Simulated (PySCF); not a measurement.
ClH₆NSSi₂, SMILES Cl[SiH2]S[SiH2]N. Atoms are numbered in the order given.

```xyz
11

Si     1.5917    -0.0454     0.3462
Cl     1.2421     0.8472    -1.5202
S     -0.0278    -1.3004     0.9293
Si    -1.6673     0.1562     0.7459
N     -2.2676     0.4396    -0.8420
H      1.7998     1.0796     1.2926
H      2.8055    -0.8895     0.2321
H     -1.1541     1.4389     1.2928
H     -2.7501    -0.4377     1.5680
H     -1.6344     0.8766    -1.5084
H     -2.8055    -0.2932    -1.2974
```

Coordinates come from a B3LYP-D3(BJ)/def2-SVP optimisation. The structure was generated by enumeration, and PubChem lists no compound with its InChIKey, so it may never have been made. Other conformers were not sampled.

Two levels are set side by side: PBE/pcSseg-1 (PySCF) and B3LYP/pcSseg-1 (PySCF). GIAO shifts against H2S (³³S), HCl (³⁵Cl), NH3 (¹⁵N), TMS (²⁹Si), TMS (¹H) at the same level; non-relativistic, no solvent, atoms listed together averaged. Without spin–orbit terms, shifts of atoms bonded to Cl or Br come out too high at both levels. Differences are taken from unrounded values.

| quantity | PBE |
|---|---|
| δ(²⁹Si) of Si1 (ppm) | 9.4 |
| δ(³⁵Cl) of Cl2 (ppm) | 54.2 |
| δ(³³S) of S3 (ppm) | 100.0 |
| δ(²⁹Si) of Si4 (ppm) | -23.5 |
| δ(¹⁵N) of N5 (ppm) | 48.2 |
| δ(¹H) of H6, H7 (ppm) | 6.25 |
| δ(¹H) of H8, H9 (ppm) | 5.63 |
| δ(¹H) of H10, H11 (ppm) | 1.43 |

Question: These are the PBE values. What does B3LYP give? (Estimate from the structure and the level; the computed values follow.)

Answer: 
```
quantity                 B3LYP  PBE minus B3LYP
-----------------------  -----  ---------------
δ(²⁹Si) of Si1 (ppm)       8.4              0.9
δ(³⁵Cl) of Cl2 (ppm)      36.1             18.1
δ(³³S) of S3 (ppm)        75.2             24.8
δ(²⁹Si) of Si4 (ppm)     -23.7              0.1
δ(¹⁵N) of N5 (ppm)        43.5              4.7
δ(¹H) of H6, H7 (ppm)     5.93             0.33
δ(¹H) of H8, H9 (ppm)     5.35             0.29
δ(¹H) of H10, H11 (ppm)   1.42             0.01
```

Rough cost on one machine, each run with all the roots and properties that it gave: B3LYP against PBE within a factor of 2.
